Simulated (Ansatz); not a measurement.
Stepwise reaction of `C[CH2][In]([F])[F]` with hydrogen, as a gas-phase model of exchange steps in deposition or etching. ΔE in kJ/mol; ΔG adds harmonic PBE0-D4 terms to CCSD(T)/CBS, at 1 bar.

Isolated molecules relaxed with PBE0-D4/def2-TZVP in Ansatz; ΔE leaves out vibrations. CBS: MP2 limit from def2 TZ/QZ plus the TZ coupled-cluster correction, frozen cores. This one scheme is used for every species. Functionals use def2-TZVPP. B3LYP here is the variant with VWN-RPA as its local correlation; programs differ in this. Elements past krypton have def2 core potentials. For In outer-core shells are correlated without core-valence functions, which leaves a few kJ/mol of doubt a bond. One conformer a species, not always the lowest.

```
step                                      reaction  PBE-D4  B3LYP-D4  ωB97M-V  CCSD(T)/CBS  ΔG(500 K)
   2  `C[CH2][InH][F]` + H₂ → `C[CH2][InH2]` + H–F    74.3      75.3     68.2         71.5       69.9
```

Problem. Give the row of step 1, `C[CH2][In]([F])[F]` + H₂ → `C[CH2][InH][F]` + H–F. (An estimate is asked.)

Solution. Computed: 
```tsv
step	reaction	PBE-D4	B3LYP-D4	ωB97M-V	CCSD(T)/CBS	ΔG(500 K)
1	`C[CH2][In]([F])[F]` + H₂ → `C[CH2][InH][F]` + H–F	47.3	48.3	43.0	44.1	43.2
```

Problem. By hand: ΔE of the 2 steps together at CCSD(T)/CBS.

Solution. (44.1) + (71.5) = 115.6 kJ/mol, or 57.8 kJ/mol a step.

In ΔE each step is higher than the one before. All are uphill at CCSD(T)/CBS. ΔG lies between 43.2 and 69.9 kJ/mol a step. PBE-D4 differs from CCSD(T)/CBS by 2.8 to 3.2 kJ/mol a step. Isolated molecules leave out the surface, adducts and barriers. Largest T1 diagnostic: 0.015.
